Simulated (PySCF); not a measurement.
**Sulfur: a sound run and one with changed settings**

Sound run: S²⁺ [Ne] 3s2 3p2, S³⁺ [Ne] 3s2 3p1. Computed with PySCF 2.14 in x2c-SVPall (4s3p1d, 18 functions), with the spin-free X2C one-electron Hamiltonian (Gaussian nucleus). In the sound run the correlated levels freeze [Ne]. The sound run starts from symmetry-adapted Hartree-Fock orbitals and uses a fine grid where one is needed.

Changed run: initial guess atom, at most 50 SCF cycles.

```tsv
species	method	sound run (hartree)	changed run (hartree)	converged
S²⁺	UHF	-397.25993	-397.25993	yes
S²⁺	MN15	-397.80438	-397.80438	yes
S²⁺	CCSD(T)	-397.33623	-397.33623	yes
S³⁺	B3LYP	-396.55435	-396.55435	yes
S³⁺	MP2	-396.05078	-396.05078	yes
```

Here the plain start reaches the same solutions.
